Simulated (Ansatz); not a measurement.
`C[O][GeH2][OH]` and `C[O][GeH2][CH3]` differ in one atom or group.

Ansatz, PBE0-D4/def2-TZVP geometries, multiplicity 1. Each molecule was computed in one conformer, which needn't be the lowest.

Scalar relativity is left out up to krypton.

| property | `C[O][GeH2][OH]` |
| --- | --- |
| size of the dipole moment (B3LYP/def2-TZVPP) / D | 1.93 |
| HOMO–LUMO gap (PBE0/def2-TZVPP) / eV | 8.37 |
| HOMO energy (PBE0/def2-TZVPP) / eV | -7.93 |
| HOMO energy (ωB97M-V/def2-TZVPP) / eV | -10.31 |
| ideal-gas entropy at 298 K and 1 bar (rigid rotor, harmonic PBE0-D4/def2-TZVP) / J/(mol·K) | 345 |
| LUMO energy (PBE0/def2-TZVPP) / eV | 0.44 |

(1) Give the same properties after the change, and the shifts. (An estimate is asked.)

Answers

(1) Ansatz gave: 
```tsv
property	`C[O][GeH2][CH3]`	shift
size of the dipole moment (B3LYP/def2-TZVPP) / D	0.86	-1.07
HOMO–LUMO gap (PBE0/def2-TZVPP) / eV	8.31	-0.06
HOMO energy (PBE0/def2-TZVPP) / eV	-7.58	0.35
HOMO energy (ωB97M-V/def2-TZVPP) / eV	-9.97	0.34
ideal-gas entropy at 298 K and 1 bar (rigid rotor, harmonic PBE0-D4/def2-TZVP) / J/(mol·K)	350	5
LUMO energy (PBE0/def2-TZVPP) / eV	0.73	0.29
```

With PBE0 the HOMO rises by 0.35 eV and the LUMO rises by 0.29 eV, so the gap narrows by about 0.06 eV. PBE moves the HOMO by 0.33 eV and ωB97M-V by 0.34 eV. The zero-point energy changes by 59.6 kJ/mol with +6 modes. Dipoles are sizes alone; their direction can turn. Modes under 60 cm⁻¹, often nearly free rotors, make the harmonic entropy too high.

B3LYP here is the variant with VWN-RPA as its local correlation; programs differ in this.
